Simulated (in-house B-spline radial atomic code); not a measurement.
Ionising In VI (In5+) with different functionals

Computed with a radial B-spline atomic code at the basis-set limit: four-component Dirac-Coulomb Hamiltonian, Fermi nucleus of rms radius 4.6156 fm, spin-restricted, spherical fractional occupations for the functionals. The ionisation energy is the difference of two self-consistent energies, [Kr] 4d8 → [Kr] 4d7, without Breit or QED terms; ε is the level of the shell that loses the electron (mean over j). The electron is taken from both j subshells in proportion to 2j + 1, so the result is a j average, not the step between ground levels.

Hybrids are left out here: with spherical fractional occupations of an open shell their exact exchange keeps a self-interaction that integer-occupation calculations don't have.

```json
{"method": "LDA VWN5", "rung": "LDA", "ΔSCF (eV)": "93.27", "-ε(4d) (eV)": "83.66"}
{"method": "relativistic LDA", "rung": "LDA", "ΔSCF (eV)": "93.28", "-ε(4d) (eV)": "83.68"}
{"method": "LDA PW92", "rung": "LDA", "ΔSCF (eV)": "93.26", "-ε(4d) (eV)": "83.65"}
{"method": "LDA exchange-only", "rung": "LDA", "ΔSCF (eV)": "91.37", "-ε(4d) (eV)": "81.79"}
{"method": "PBE", "rung": "GGA", "ΔSCF (eV)": "93.08", "-ε(4d) (eV)": "83.46"}
{"method": "PBEsol", "rung": "GGA", "ΔSCF (eV)": "93.04", "-ε(4d) (eV)": "83.43"}
{"method": "BLYP", "rung": "GGA", "ΔSCF (eV)": "92.89", "-ε(4d) (eV)": "83.28"}
{"method": "RPBE", "rung": "GGA", "ΔSCF (eV)": "93.03", "-ε(4d) (eV)": "83.41"}
{"method": "PW91", "rung": "GGA", "ΔSCF (eV)": "93.17", "-ε(4d) (eV)": "83.56"}
{"method": "BP86", "rung": "GGA", "ΔSCF (eV)": "93.14", "-ε(4d) (eV)": "83.52"}
{"method": "AM05", "rung": "GGA", "ΔSCF (eV)": "93.05", "-ε(4d) (eV)": "83.43"}
{"method": "OLYP", "rung": "GGA", "ΔSCF (eV)": "93.46", "-ε(4d) (eV)": "83.81"}
```

(1) How do they compare with the NIST value?

Results:

(1) NIST lists 90 eV ± 2 (tabulated theory, ground level to ground level). Errors run from +1.37 to +3.46 eV; all lie within about twice that uncertainty, so the table can't rank the methods.
